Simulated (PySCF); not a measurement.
Two species compared at the same levels of theory.

First species: C₈H₉FO.
InChI=1S/C8H9FO/c1-8(3-2-4-8)5-6(9)7(5)10/h2-4H2,1H3

Second species: Ge₃H₁₃NSi₂.
Cartesian coordinates in Å at the PBE0-D3(BJ)/def2-SVP level; atoms count from 1:
```
atom  x, y, z in Å
Si1   -1.0389    1.2735   -1.6749
N2    -1.4204    0.2476   -0.3130
Si3   -2.8116    0.5548    0.6984
Ge4   -0.3304   -1.2127    0.0821
Ge5    1.6767   -0.3947    1.1745
Ge6    2.9281    1.1175   -0.2478
H7    -2.1241    1.2688   -2.7054
H8     0.2161    0.7484   -2.2985
H9    -0.8105    2.6924   -1.2598
H10   -3.4006    1.8645    0.2800
H11   -2.4233    0.6279    2.1419
H12   -3.8546   -0.5100    0.5645
H13   -0.0151   -1.9609   -1.2293
H14   -1.1652   -2.1200    1.0120
H15    1.2544    0.3424    2.4620
H16    2.5817   -1.5786    1.5777
H17    3.2575    0.4298   -1.5852
H18    2.1009    2.3844   -0.5307
H19    4.2439    1.5256    0.4415
```

Levels: wB97X-D/def2-SVPD for dipole moment, HOMO energy, LUMO energy, HOMO–LUMO gap, static isotropic polarisability and electronic spatial extent ⟨r²⟩ about the centre of nuclear charge; TDDFT wB97X-D/def2-SVPD for lowest singlet excitation; TDA wB97X-D/def2-SVPD for lowest triplet excitation (Tamm–Dancoff); ΔSCF wB97X-D/def2-SVPD for vertical ionisation energy; PBE0-D3(BJ)/def2-SVP for rotational constant A and rotational constant C. Geometries: PBE0-D3(BJ)/def2-SVP. Each species is one conformer at its optimised geometry, gas phase, non-relativistic unless stated; the electronic structure was computed with PySCF and density fitting.

The conformers computed, where there is a choice (atom-mapped SMILES and torsion angles):
- `[CH3:1][C:2]1([c:3]2[c:4]([F:5])[c:6]2=[O:7])[CH2:8][CH2:9][CH2:10]1`: C1–C2–C3–C4 -2°
- `[SiH3:1][N:2]([SiH3:3])[GeH2:4][GeH2:5][GeH3:6]`: Si1–N2–Ge4–Ge5 77°, N2–Ge4–Ge5–Ge6 -61°

Task: Which of the two has the higher HOMO energy, and by how much?

Result: The second: -8.88 eV against -9.11 eV, a difference of 0.23 eV.

Task: Which of the two has the higher ⟨r²⟩, and by how much?

Result: The second: 3160 bohr² against 1565 bohr², a difference of 1595 bohr².

Task: Which of the two has the higher dipole moment, and by how much?

Result: The first: 4.53 D against 0.72 D, a difference of 3.81 D.

Task: Which of the two has the higher rotational constant C, and by how much?

Result: The first: 0.730 GHz against 0.336 GHz, a difference of 0.394 GHz.

Task: Which has the higher HOMO–LUMO gap?

Result: The first: 10.34 eV against 9.96 eV, a difference of 0.38 eV.

Task: Which of the two has the higher S1 energy, and by how much?

Result: The second: 5.65 eV against 5.26 eV, a difference of 0.39 eV.

Task: Which of the two has the higher rotational constant A, and by how much?

Result: The first: 2.065 GHz against 0.999 GHz, a difference of 1.066 GHz.

Task: Which of the two has the higher LUMO energy, and by how much?

Result: The first: 1.23 eV against 1.08 eV, a difference of 0.15 eV.

On the first: The vertical singlet–triplet gap S1 − T1 is 0.43 eV (TDDFT singlet less Tamm–Dancoff triplet; S1: HOMO→LUMO, weight 0.91; T1: HOMO→LUMO, weight 0.92). No computed singlet falls in the visible range (750 to 380 nm, 1.65 to 3.26 eV); S1 lies 2.00 eV above its blue end.

On the second: The polarisability is 23.71 Å³ as a volume (1 au = 0.148185 Å³), or 1.11 au for each of the 144 electrons. S1 lies 4.31 eV below the HOMO–LUMO gap; its leading configuration is HOMO→LUMO, weight 0.82. Relativistic effects, spin–orbit coupling among them, are left out although an element past zinc is present.
